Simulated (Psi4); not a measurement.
C2H6In, charge +1, singlet, at a GFN2-xTB geometry (such geometries of metal compounds can be far from the true shape) (all electrons, no relativity); Psi4 1.11 with HF/STO-3G.

The Psi4 input:
```
memory 2 GB

molecule {
1 1
In    0.00000000    0.00000000    0.00000000
C     1.76799887    0.26458391   -1.43355759
H     2.41242023   -0.60590237   -1.30508096
H     2.27064356    1.18959701   -1.14854782
H     1.35310159    0.31962734   -2.44071297
C    -1.76799887   -0.26458391    1.43355759
H    -2.25762428   -1.20072172    1.16255120
H    -2.42355682    0.59505423    1.28934408
H    -1.35498428   -0.29765450    2.44244647
}

set {
  basis sto-3g
  scf_type pk
  puream true
}

energy('scf')
print_variables()
```

What the program printed (banner, timings and long lists left out):

```
   => Loading Basis Set <=

    Name: STO-3G
    Role: ORBITAL
    Keyword: BASIS

         ---------------------------------------------------------
                                   SCF
               by Justin Turney, Rob Parrish, Andy Simmonett
                          and Daniel G. A. Smith
                              RHF Reference
         ---------------------------------------------------------

  ==> Geometry <==

    Molecular point group: c1
    Full point group: C1

    Geometry (in Angstrom), charge = 1, multiplicity = 1:

       Center              X                  Y                   Z               Mass
    ------------   -----------------  -----------------  -----------------  -----------------
         IN           0.000000000000     0.000000000070     0.000000000000   114.903878776000
         C            1.767998870000     0.264583910070    -1.433557590000    12.000000000000
         H            2.412420230000    -0.605902369930    -1.305080960000     1.007825032230
         H            2.270643560000     1.189597010070    -1.148547820000     1.007825032230
         H            1.353101590000     0.319627340070    -2.440712970000     1.007825032230
         C           -1.767998870000    -0.264583909930     1.433557590000    12.000000000000
         H           -2.257624280000    -1.200721719930     1.162551200000     1.007825032230
         H           -2.423556820000     0.595054230070     1.289344080000     1.007825032230
         H           -1.354984280000    -0.297654499930     2.442446470000     1.007825032230

  Running in c1 symmetry.

  Rotational constants: A =      2.55884  B =      0.09891  C =      0.09891 [cm^-1]
  Rotational constants: A =  76712.12851  B =   2965.15910  C =   2965.15910 [MHz]
  Nuclear repulsion =  219.237193745523683

  Charge       = 1
  Multiplicity = 1
  Electrons    = 66
  Nalpha       = 33
  Nbeta        = 33

  ==> Algorithm <==

  SCF Algorithm Type is PK.
  DIIS enabled.
  MOM disabled.
  Fractional occupation disabled.
  Guess Type is SAD.
  Energy threshold   = 1.00e-06
  Density threshold  = 1.00e-06
  Integral threshold = 1.00e-12

  ==> Primary Basis <==

  Basis Set: STO-3G
    Blend: STO-3G
    Number of shells: 23
    Number of basis functions: 43
    Number of Cartesian functions: 45
    Spherical Harmonics?: true
    Max angular momentum: 2

  ==> Integral Setup <==

  Using in-core PK algorithm.
   Calculation information:
      Number of atoms:                   9
      Number of AO shells:              23
      Number of primitives:             69
      Number of atomic orbitals:        45
      Number of basis functions:        43

      Integral cutoff                 1.00e-12
      Number of threads:                 1

  Performing in-core PK
  Using 895862 doubles for integral storage.
  We computed 34390 shell quartets total.
  Whereas there are 38226 unique shell quartets.

  ==> DiskJK: Disk-Based J/K Matrices <==

    J tasked:                  Yes
    K tasked:                  Yes
    wK tasked:                  No
    Schwarz Cutoff:          1E-12

  Minimum eigenvalue in the overlap matrix is 2.3909178082E-01.
  Reciprocal condition number of the overlap matrix is 1.0386205391E-01.
    Using symmetric orthogonalization.

  ==> Pre-Iterations <==

  SCF Guess: Superposition of Atomic Densities via on-the-fly atomic UHF (no occupation information).

   -------------------------
    Irrep   Nso     Nmo
   -------------------------
     A         43      43
   -------------------------
    Total      43      43
   -------------------------

  ==> Iterations <==

                        Total Energy        Delta E     RMS |[F,P]|

   @RHF iter SAD: -5755.96437491287725   -5.75596e+03   0.00000e+00
   @RHF iter   1: -5760.77644126459109   -4.81207e+00   1.26120e-02 ADIIS/DIIS
   @RHF iter   2: -5761.00858518363657   -2.32144e-01   3.92844e-03 ADIIS/DIIS
   @RHF iter   3: -5761.02713364035753   -1.85485e-02   4.95217e-04 ADIIS/DIIS
   @RHF iter   4: -5761.02767533419501   -5.41694e-04   7.64860e-05 DIIS
   @RHF iter   5: -5761.02769024988629   -1.49157e-05   6.65825e-06 DIIS
   @RHF iter   6: -5761.02769039059694   -1.40711e-07   1.93689e-06 DIIS
   @RHF iter   7: -5761.02769040195835   -1.13614e-08   1.98233e-07 DIIS
  Energy and wave function converged.

  ==> Post-Iterations <==

    Orbital Energies [Eh]
    ---------------------

    Doubly Occupied:

       1A   -987.134527     2A   -146.270556     3A   -138.281877
       4A   -138.281877     5A   -138.280306     6A    -27.959609
       7A    -24.977636     8A    -24.977636     9A    -24.972888
      10A    -16.846168    11A    -16.846168    12A    -16.841664
      13A    -16.841664    14A    -16.838446    15A    -11.199870
      16A    -11.199692    17A     -4.504150    18A     -3.322619
      19A     -3.322619    20A     -3.306689    21A     -1.060606
      22A     -1.054757    23A     -0.821155    24A     -0.821155
      25A     -0.811582    26A     -0.811582    27A     -0.798047
      28A     -0.701344    29A     -0.701344    30A     -0.695196
      31A     -0.695196    32A     -0.575300    33A     -0.506512

    Virtual:

      34A     -0.023074    35A     -0.023074    36A      0.023569
      37A      0.361794    38A      0.549443    39A      0.549443
      40A      0.549787    41A      0.550683    42A      0.553702
      43A      0.553702

    Final Occupation by Irrep:
              A
    DOCC [    33 ]
    NA   [    33 ]
    NB   [    33 ]

  @RHF Final Energy: -5761.02769040195835

   => Energetics <=

    Nuclear Repulsion Energy =            219.2371937455236832
    One-Electron Energy =               -8396.0089065167194349
    Two-Electron Energy =                2415.7440223692369727
    Total Energy =                      -5761.0276904019592621

Computation Completed

Properties will be evaluated at   0.000000,   0.000000,   0.000000 [a0]

Properties computed using the SCF density matrix

 Multipole Moments:

 ------------------------------------------------------------------------------------
     Multipole            Electronic (a.u.)      Nuclear  (a.u.)        Total (a.u.)
 ------------------------------------------------------------------------------------

 L = 1.  Multiply by 2.5417464519 to convert [e a0] to [Debye]
 Dipole X            :         -0.0000000           -0.0000000           -0.0000000
 Dipole Y            :          0.0000000           -0.0000000           -0.0000000
 Dipole Z            :         -0.0000000           -0.0000000           -0.0000000
 Magnitude           :                                                    0.0000000

 ------------------------------------------------------------------------------------

  Variable Map:
  ----------------------------------------------------------------------------
  "CURRENT ENERGY"           =>   -5761.027690401958
  "CURRENT REFERENCE ENERGY" =>   -5761.027690401958
  "DD SOLVATION ENERGY"      =>       0.000000000000
  "HF KINETIC ENERGY"        =>    5759.325067181901
  "HF POTENTIAL ENERGY"      =>  -11520.352757583860
  "HF TOTAL ENERGY"          =>   -5761.027690401959
  "HF VIRIAL RATIO"          =>       2.000295628950
  "NUCLEAR REPULSION ENERGY" =>     219.237193745524
  "ONE-ELECTRON ENERGY"      =>   -8396.008906516719
  "PCM POLARIZATION ENERGY"  =>       0.000000000000
  "PE ENERGY"                =>       0.000000000000
  "SCF ITERATION ENERGY"     =>   -5761.027690401958
  "SCF ITERATIONS"           =>       7.000000000000
  "SCF TOTAL ENERGY"         =>   -5761.027690401958
  "TWO-ELECTRON ENERGY"      =>    2415.744022369237

  Array Variable Map:
  ----------------------------------------------------------------------------
  "CURRENT DIPOLE"           =>      -0.000000001078 ... -0.000000000101 1 by 3
  "SCF DIPOLE"               =>      -0.000000001078 ... -0.000000000101 1 by 3
  "SCF TOTAL ENERGIES"       =>   -5755.964374912877 ... -5761.027690401958 1 by 8
```
